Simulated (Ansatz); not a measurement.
Cd₂Se. Total charge 0; quintet. Geometry PBE-D4/def2-TZVP; atoms count from 1.

```xyz
3

Cd    2.2328   -0.1805   -1.4754
Cd   -2.2328    0.1805    1.4754
Se    0.0000    0.0000    0.0000
```

In the def2 sets Cd takes a core potential; there is no spin–orbit coupling. At PBE0-D4/def2-TZVP a triplet of charge 0 lies 4.35 eV below the quintet, each at its own geometry. The structure comes from a short search, and lower isomers may exist.

**Question.** Estimate the Mulliken populations from the PBE0/def2-TZVP orbitals of Ansatz.

**Answer.** 
```tsv
atom	charge (e)	spin (α − β)	d electrons
Cd1	0.14	1.39	10.00
Cd2	0.14	1.39	10.00
Se3	-0.28	1.21	–
```
Mulliken values and Mayer orders depend strongly on the basis.

**Question.** Where does the spin sit?

**Answer.** Summed by element: Cd 2.79, Se 1.21, of 4 unpaired in all. Largest on single atoms: Cd1 1.39, Cd2 1.39, Se3 1.21.

**Question.** And the Mayer bond orders between bonded heavy atoms (over 0.3)?

**Answer.** Cd1–Se3 0.61 (2.68 Å); Cd2–Se3 0.61 (2.68 Å). Values over 0.3 also appear between atoms too far apart for a bond (Cd1–Cd2 0.53 at 5.36 Å); they arise where an orbital or an unpaired electron spreads over both atoms.
